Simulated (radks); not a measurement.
Values are calculated unless marked as measured or tabulated.
Question: The mean radii <r> (bohr) of the occupied orbitals of an atom or ion are listed with their occupations. Level of theory: non-relativistic Kohn-Sham, PBE, spin-polarised, spherical densities, point nucleus (a radial shooting solver on a logarithmic mesh with Libxc functionals).

| orbital | occ. | <r> |
|---|---|---|
| 1s | 2 | 0.03042 |
| 2s | 2 | 0.1314 |
| 2p | 6 | 0.1121 |
| 3s | 2 | 0.3526 |
| 3p | 6 | 0.3436 |
| 3d | 10 | 0.3146 |
| 4s | 2 | 0.8479 |
| 4p | 6 | 0.8963 |
| 4d | 10 | 1.062 |

Name the element and its charge. Open shells, if any, are filled with parallel spins first.

Answer: Z = 50, tin, charge +4: Sn4+ in [Kr] 4d10. The 1s radius gives Z: for a bare nucleus <r> = 1.5/Z, 0.03 bohr for Z = 50, and screening makes it slightly larger (0.03042 here). The occupations add up to 46, and the charge is Z minus that.
